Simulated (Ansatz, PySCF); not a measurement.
Lewis adduct: BH3 (SMILES B) (first 4 atoms) with CHN (SMILES C#N); geometry from B3LYP-D3(BJ)/def2-TZVP.
(charge 0, multiplicity 1):
```csv
atom,x (Å),y (Å),z (Å)
B,-0.0969,0.0482,0.7696
H,0.6659,0.9271,0.4507
H,0.2039,-1.0311,0.3220
H,-1.2557,0.3333,0.5912
C,0.1712,-0.1899,3.4287
N,0.0572,-0.0886,2.2981
H,0.2776,-0.2844,4.4848
```

Interaction energies are E(AB) − E(A) − E(B) at the monomers' geometry in the complex; basis-set methods are counterpoise corrected. Rows marked so take none.

Frozen-core correlation. Rows in STO-3G carry no dispersion term and start afresh at each structure.

Codes used: Ansatz (a quantum-chemistry and plane-wave program) with Gaussian orbitals; PySCF for STO-3G rows, the dispersion terms. 

| level | interaction energy (meV) |
|---|---|
| HF/STO-3G (no counterpoise) | -1569.1 |
| HF/aug-cc-pVDZ | -741.1 |
| revPBE-D3(BJ)/def2-TZVPPD | -1653.6 |
| r2SCAN-D3(BJ)/def2-TZVPPD | -1727.5 |
| PBE0/def2-TZVPPD | -1665.4 |
| BHLYP-D4/def2-TZVPPD | ? |
| CAM-B3LYP-D3(BJ)/def2-TZVPPD | ? |
| B2PLYP-D3(BJ)/def2-TZVPPD | -1445.2 |
| MP2/aug-cc-pVTZ | -1428.4 |

Problem. Some entries are withheld; supply them.

Solution. 
- BHLYP-D4/def2-TZVPPD, interaction energy (meV): -1398.2
- CAM-B3LYP-D3(BJ)/def2-TZVPPD, interaction energy (meV): -1515.2
